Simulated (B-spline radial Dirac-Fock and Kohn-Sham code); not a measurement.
La²⁸⁺: scattering cross sections and density moments

System: the La²⁸⁺ ion, [Ar] 3d10 4s1.

The computed values come from an atomic code on a B-spline grid: Dirac-Fock densities.

| Property | Result |
| --- | --- |
| Sum of ⟨r⟩ | 6.142 bohr |
| Sum of ⟨r²⟩ | 1.920 bohr² |
| Sum of ⟨1/r⟩ | 326.77 per bohr |
| Langevin diamagnetic susceptibility | -1.52 × 10⁻⁶ cm³/mol |
| Lamb shielding (α²/3)Σ⟨1/r⟩ | 5800 ppm |

Coherent scattering is the Thomson cross section weighted by f₀², without anomalous dispersion; incoherent scattering is Klein-Nishina weighted by S. The Lamb formula is the non-relativistic shielding expression. Electron correlation is left out. A dash stands where the photon energy is too low for the impulse approximation behind that column.

```tsv
hν (keV)	coherent (b)	incoherent (b)	incoherent per electron (b)
2	552.5	–	–
8.0478	464.0	1.526	0.0526
17.4793	284.1	4.360	0.150
20	247.0	5.049	0.174
30	149.3	7.246	0.250
50	72.65	9.713	0.335
500	1.232	8.140	0.281
1000	0.3175	6.056	0.209
```

Incoherent scattering overtakes coherent scattering between 50 and 500 keV.
